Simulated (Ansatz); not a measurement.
Reaction (ligand exchange at the Hf–N bond): `[NH2][Hf]([NH2])([NH2])[OH]` + H–F → `[NH2][Hf]([NH2])([OH])[F]` + NH₃

Gas-phase electronic energies from Ansatz, PBE0-D4/def2-TZVP geometries. CBS: MP2 limit from def2 TZ/QZ plus the TZ coupled-cluster correction, frozen cores. This one scheme is used for every species. DFT in def2-TZVPP. B3LYP here is the variant with VWN-RPA as its local correlation; programs differ in this. HSE06 is defined as in plane-wave codes. Elements past krypton have def2 core potentials. For Hf outer-core shells are correlated without core-valence functions, which leaves a few kJ/mol of doubt a bond. One conformer a species, not always the lowest.

`[NH2][Hf]([NH2])([NH2])[OH]`:

Cartesian coordinates in Å:
```
N -1.920 0.041 -0.275
Hf 0.112 0.217 -0.115
N 0.519 0.227 1.889
N 0.903 -1.488 -0.925
O 0.831 1.798 -0.975
H -2.552 -0.070 0.504
H -2.463 0.134 -1.122
H 0.584 1.047 2.476
H 0.837 -0.572 2.418
H 1.836 -1.600 -1.294
H 0.380 -2.333 -1.105
H 0.934 2.598 -1.478
```

H–F:

Cartesian coordinates in Å:
```
F 0.243 0.204 -0.333
H -0.243 -0.204 0.333
```

`[NH2][Hf]([NH2])([OH])[F]`:

Cartesian coordinates in Å:
```
N -0.789 1.488 -0.669
Hf 0.038 0.086 0.551
N -0.318 -1.718 -0.326
O 1.922 0.501 0.676
F -0.776 0.023 2.297
H -0.277 2.201 -1.170
H -1.778 1.656 -0.789
H -0.572 -1.858 -1.293
H -0.284 -2.618 0.134
H 2.834 0.238 0.588
```

NH₃:

```xyz
4

N     0.062    0.205    0.183
H     0.413    0.410   -0.744
H     0.463   -0.681    0.464
H    -0.938    0.065    0.098
```

| level | ΔE (kJ/mol) | difference from CCSD(T)/CBS |
| --- | --- | --- |
| revPBE-D4 | -127.6 | -10.2 |
| BLYP-D4 | -131.4 | -14.0 |
| r2SCANh-D4 | -131.1 | -13.7 |
| ωB97X-V | -132.1 | -14.7 |
| PBE-QIDH | -123.9 | -6.5 |
| B3LYP | -135.0 | -17.6 |
| HSE06 | -128.1 | -10.7 |
| CCSD(T)/def2-SVP | -132.7 | -15.3 |
| MP2/def2-QZVPP | -115.9 | 1.5 |
| MP2/CBS(def2) | -114.7 | 2.7 |
| CCSD(T)/CBS | -117.4 | 0 |

(1) What do rigid-rotor, harmonic-oscillator terms from PBE0-D4/def2-TZVP frequencies (298.15 K, 1 bar) make of the CCSD(T)/CBS value? (An estimate is asked.)

Largest T1 diagnostic among the species: 0.015.

Results:

(1) Computed: ΔZPE = +7.6 kJ/mol, ΔH = -112.1 kJ/mol, ΔS = -8 J/(mol·K), ΔG = -109.8 kJ/mol.

From r2SCAN to r2SCAN0 (25 % exact exchange), in def2-TZVPP and without D4, ΔE moves by +4.2 kJ/mol. The D4 term adds +5.6 kJ/mol with B3LYP and +3.3 kJ/mol with PBE0; it sums over pairs of atoms, weighted by their polarisabilities, and B3LYP, whose exchange is more repulsive, gets the larger term.

CCSD(T)/CBS has its own doubt, a few kJ/mol and more with outer-core shells, so smaller differences from it don't rank the levels.
